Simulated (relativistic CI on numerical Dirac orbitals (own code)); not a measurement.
Radial Dirac CI calculation of Fe II.

Command:

```sh
python run_levels.py task.json out
```

Input:

```
atom Fe  Z=26  charge=1  electrons=25
nucleus A=56  rms_radius_fm=3.7377
hamiltonian dirac-coulomb  breit=on  qed=on  c_scale=1
orbitals kli  potential=per-configuration
slater_scale 1
correlation none
mixing on
grid step=0.0125 r_max=100.6
scf mixing=0.4 start=green max_iterations=150 tolerance=2e-08 node_fill=0.05
configurations
  [Ar] 3d6 4s
  [Ar] 3d7
  [Ar] 3d6 4p
  [Ar] 3d5 4s2
  [Ar] 3d6 5s
end
```

Output:

```
SCF 1: [Ar] 3d6 4s
 iter      energy (Ha)   residual   last orbital (Ha)
    1     -1267.665590   1.16e+00     -0.82154
    2     -1270.938342   3.07e-01     -0.63197
    3     -1271.092814   9.97e-02     -0.57902
    4     -1271.122228   5.44e-02     -0.56287
    5     -1271.125270   2.07e-02     -0.55700
    6     -1271.124839   8.46e-04     -0.55163
    7     -1271.124747   8.79e-04     -0.55107
    8     -1271.124815   1.21e-04     -0.55125
    9     -1271.124809   2.05e-06     -0.55121
   10     -1271.124809   1.51e-06     -0.55122
   11     -1271.124809   6.37e-08     -0.55122
   12     -1271.124809   1.73e-08     -0.55122
SCF 2: [Ar] 3d7
 iter      energy (Ha)   residual   last orbital (Ha)
    1     -1266.424595   1.26e+00     -1.75425
    2     -1270.980544   2.90e-01     -0.78698
    3     -1271.105999   1.05e-01     -0.67493
    4     -1271.129880   5.63e-02     -0.70253
    5     -1271.136795   1.67e-02     -0.67695
    6     -1271.136526   3.57e-03     -0.66244
    7     -1271.136660   1.61e-03     -0.66391
    8     -1271.136768   1.69e-04     -0.66521
    9     -1271.136759   5.81e-06     -0.66507
   10     -1271.136759   4.96e-07     -0.66508
   11     -1271.136759   8.98e-08     -0.66508
   12     -1271.136759   1.74e-09     -0.66508
SCF 3: [Ar] 3d6 4p
 iter      energy (Ha)   residual   last orbital (Ha)
    1     -1267.554057   1.16e+00     -0.55583
    2     -1270.769598   3.07e-01     -0.42924
    3     -1270.926880   1.01e-01     -0.39661
    4     -1270.956187   4.77e-02     -0.38545
    5     -1270.958409   1.93e-02     -0.38246
    6     -1270.957899   3.29e-03     -0.37854
    7     -1270.958147   6.76e-04     -0.37891
    8     -1270.958124   2.44e-04     -0.37883
    9     -1270.958113   1.25e-05     -0.37879
   10     -1270.958113   4.79e-06     -0.37879
   11     -1270.958113   4.98e-08     -0.37879
   12     -1270.958113   1.29e-08     -0.37879
SCF 4: [Ar] 3d5 4s2
 iter      energy (Ha)   residual   last orbital (Ha)
    1     -1268.459130   1.02e+00     -0.82154
    2     -1270.730369   3.18e-01     -0.66355
    3     -1270.916688   9.24e-02     -0.61422
    4     -1270.944027   3.44e-02     -0.60678
    5     -1270.944668   1.50e-02     -0.60355
    6     -1270.944182   1.75e-03     -0.59948
    7     -1270.944285   1.80e-04     -0.59980
    8     -1270.944295   5.39e-05     -0.59990
    9     -1270.944293   2.52e-06     -0.59989
   10     -1270.944293   7.00e-07     -0.59989
   11     -1270.944293   6.56e-09     -0.59989
SCF 5: [Ar] 3d6 5s
 iter      energy (Ha)   residual   last orbital (Ha)
    1     -1267.593611   1.15e+00     -0.27824
    2     -1270.611681   3.14e-01     -0.24504
    3     -1270.781840   9.76e-02     -0.23416
    4     -1270.809173   3.35e-02     -0.23171
    5     -1270.809954   7.25e-03     -0.22965
    6     -1270.809810   3.19e-03     -0.22908
    7     -1270.809958   1.14e-03     -0.22913
    8     -1270.810026   2.30e-05     -0.22920
    9     -1270.810026   5.52e-06     -0.22920
   10     -1270.810026   2.07e-06     -0.22920
   11     -1270.810026   1.16e-07     -0.22920
   12     -1270.810026   2.62e-08     -0.22920
   13     -1270.810026   1.07e-09     -0.22920
orbital energies (Ha): 2p1/2 -26.4056  2p3/2 -25.9473  3s -3.9128  3p1/2 -2.6990  3p3/2 -2.6435  3d3/2 -0.7204  3d5/2 -0.7148  4s -0.5512
configuration averages (Ha): Dirac-Coulomb, Breit, QED
  3d6 4s                       -1271.124809    0.467331    0.312882
  3d7                          -1271.136759    0.466856    0.312665
  3d6 4p                       -1270.958113    0.467256    0.312716
  3d5 4s2                      -1270.944293    0.467900    0.313156
  3d6 5s                       -1270.810026    0.467158    0.312751
levels: no., configuration, term, J, E (cm-1), weight
   1 3d6 4s                 6D   9/2              0.0  1.00
   2 3d6 4s                 6D   7/2            372.5  1.00
   3 3d6 4s                 6D   5/2            649.5  1.00
   4 3d6 4s                 6D   3/2            841.6  1.00
   5 3d6 4s                 6D   1/2            954.7  1.00
   6 3d6 4s                 4D   7/2          11345.4  0.99
   7 3d6 4s                 4D   5/2          11770.5  0.99
   8 3d6 4s                 4D   3/2          12056.1  0.99
   9 3d6 4s                 4D   1/2          12221.8  0.99
  10 3d7                    4F   9/2          14406.3  0.99
  11 3d7                    4F   7/2          14927.2  0.98
  12 3d7                    4F   5/2          15312.8  0.98
  13 3d7                    4F   3/2          15579.0  0.98
  14 3d5 4s2                6S   5/2          18213.8  1.00
lowest total energy -1270.517162 Ha
end: converged
```

With so few configurations and no correlation, terms lie too far apart (by 10 to 50 % or more near neutrality), their order can be wrong, and levels of other configurations are missing. Terms and fine structure of an open d or f shell near neutrality can be off by tens of per cent either way.

Run time about 0.34 s of CPU on one thread of Intel Xeon Platinum 8375C (shared host).
